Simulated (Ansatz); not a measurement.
`C[O][Hf]([SH])([Cl])[N](C)C`, relaxed with RKS PBE0-D4/def2-TZVP in Ansatz from a GFN2-xTB geometry. The force threshold is 0.005 eV/Å; the program also tests the step.

Total charge 0; spin multiplicity 1. Hf: def2 effective core potential.

Start:

```xyz
18

C    -2.817    1.097    0.525
O    -1.465    0.906    0.822
Hf   -0.667   -0.327   -0.314
S    -0.350   -2.226    1.167
Cl   -1.720   -0.473   -2.335
N     1.174    0.291   -0.677
C     1.889   -0.763   -1.388
C     1.833    0.593    0.588
H    -2.936    1.621   -0.438
H    -3.276    1.712    1.308
H    -3.355    0.130    0.489
H    -0.581   -1.487    2.247
H     1.988   -1.682   -0.776
H     2.901   -0.427   -1.646
H     1.363   -0.995   -2.322
H     1.988   -0.320    1.194
H     2.816    1.047    0.409
H     1.216    1.304    1.148
```

| step | energy (eV) | largest force (eV/Å) | largest move (Å) |
| --- | --- | --- | --- |
| 1 | -31468.7141 | 1.508 | 0.000 |
| 2 | -31469.1825 | 0.479 | 0.192 |
| 3 | -31469.3349 | 0.540 | 0.191 |
| 4 | -31469.4573 | 0.525 | 0.194 |
| 5 | -31469.5450 | 0.617 | 0.194 |
| 6 | -31469.5962 | 0.777 | 0.188 |
| 7 | -31469.6723 | 0.332 | 0.200 |
| 8 | -31469.6929 | 0.658 | 0.200 |
| 9 | -31469.7278 | 0.215 | 0.153 |
| 10 | -31469.7401 | 0.203 | 0.140 |
| 11 | -31469.7502 | 0.221 | 0.121 |
| 13 | -31469.7628 | 0.205 | 0.085 |
| 15 | -31469.7685 | 0.288 | 0.108 |
| 17 | -31469.7800 | 0.197 | 0.200 |
| 19 | -31469.8011 | 0.135 | 0.117 |
| 21 | -31469.8082 | 0.058 | 0.099 |
| 23 | -31469.8229 | 0.060 | 0.150 |
| 25 (rejected) | -31469.8243 | 0.139 | 0.035 |
| 27 | -31469.8264 | 0.218 | 0.096 |
| 29 | -31469.8289 | 0.015 | 0.021 |
| 31 | -31469.8291 | 0.015 | 0.017 |
| 33 | -31469.8292 | 0.014 | 0.008 |
| 34 | -31469.8292 | 0.004 | 0.003 |

End:

```xyz
18

C    -2.711    1.490    0.947
O    -1.797    0.638    0.333
Hf   -0.719   -0.728   -0.421
S    -0.706   -2.753    0.980
Cl   -1.336   -1.228   -2.664
N     1.181   -0.109   -0.317
C     2.136   -0.959   -0.998
C     1.782    1.048    0.295
H    -2.879    2.375    0.325
H    -2.332    1.814    1.921
H    -3.669    0.984    1.098
H    -1.979   -3.069    0.676
H     2.895   -1.344   -0.305
H     2.648   -0.422   -1.808
H     1.641   -1.828   -1.449
H     2.528    0.758    1.047
H     2.292    1.675   -0.450
H     1.024    1.658    0.788
```

Hardware: 4 threads of an AMD EPYC 7R13 on a shared host and a share of an NVIDIA H100 80 GB. Wall time 3.6 min, peak host memory 1 GiB.
